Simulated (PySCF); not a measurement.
Species: C3H7NSi.
Cartesian coordinates in Å at the PBE0-D3(BJ)/def2-SVP level; atoms count from 1:
```xyz
12
C3H7NSi angstrom
C      2.456   -0.851    0.132
N      1.228   -0.727    0.401
Si     0.087    0.321   -0.391
C     -1.678   -0.239   -0.360
C     -1.343    0.884    0.642
H      2.989   -0.295   -0.669
H      3.084   -1.556    0.708
H      0.598    1.163   -1.508
H     -1.895   -1.224    0.068
H     -2.343    0.021   -1.191
H     -1.351    0.608    1.702
H     -1.793    1.865    0.453
```

Computed, not measured: core-valence-separated Tamm–Dancoff BHandHLYP/aug-pcX-1 (pcseg-1 on H, def2-SVPD on Si) in PySCF, non-relativistic, gas phase, PBE0-D3(BJ)/def2-SVP geometry. The energies are unshifted.

The lowest roots of each edge with f over 0.003 (five at most, numbered afresh; weaker and dark ones are left out), with transition dipoles (au) in the frame of the coordinates:

```json
{"root": "1", "edge": "C", "E (eV)": "282.63", "f": "0.0694", "μx": "-0.0217", "μy": "-0.0728", "μz": "-0.0652"}
{"root": "2", "edge": "C", "E (eV)": "284.53", "f": "0.0502", "μx": "0.0808", "μy": "0.0010", "μz": "-0.0261"}
{"root": "3", "edge": "C", "E (eV)": "285.58", "f": "0.0095", "μx": "-0.0124", "μy": "-0.0248", "μz": "-0.0244"}
{"root": "4", "edge": "C", "E (eV)": "285.59", "f": "0.0128", "μx": "-0.0382", "μy": "0.0192", "μz": "-0.0022"}
{"root": "5", "edge": "C", "E (eV)": "285.82", "f": "0.0364", "μx": "-0.0135", "μy": "0.0491", "μz": "-0.0511"}
{"root": "6", "edge": "N", "E (eV)": "395.60", "f": "0.0561", "μx": "0.0165", "μy": "0.0554", "μz": "0.0495"}
{"root": "7", "edge": "N", "E (eV)": "400.20", "f": "0.0192", "μx": "-0.0216", "μy": "0.0291", "μz": "-0.0253"}
{"root": "8", "edge": "N", "E (eV)": "400.81", "f": "0.0042", "μx": "-0.0045", "μy": "-0.0150", "μz": "-0.0134"}
{"root": "9", "edge": "N", "E (eV)": "401.12", "f": "0.0061", "μx": "-0.0032", "μy": "-0.0159", "μz": "0.0190"}
{"root": "10", "edge": "N", "E (eV)": "402.22", "f": "0.0039", "μx": "-0.0170", "μy": "0.0092", "μz": "-0.0046"}
```

Question: Molecules are fixed in this frame and the field points along y. What effective strengths 3 f cos²θ do the roots have (θ between field and μ)?

Answer: root 1 (C1): 0.110, root 2 (C4/C5): 0.000, root 3 (C4/C5): 0.013, root 4 (C4/C5): 0.008, root 5 (C4/C5): 0.051, root 6 (N2): 0.089, root 7 (N2): 0.025, root 8 (N2): 0.007, root 9 (N2): 0.007, root 10 (N2): 0.003. Root 1 is the strongest. Averaged over all orientations cos²θ is 1/3, which gives f back.

The run took 30 s of wall time on Intel Xeon at 2.50 GHz, one thread, shared host with 64 logical CPUs at a one-minute load of 58, and the process peaked at 0.78 GiB of memory.

One conformer stands for the species.
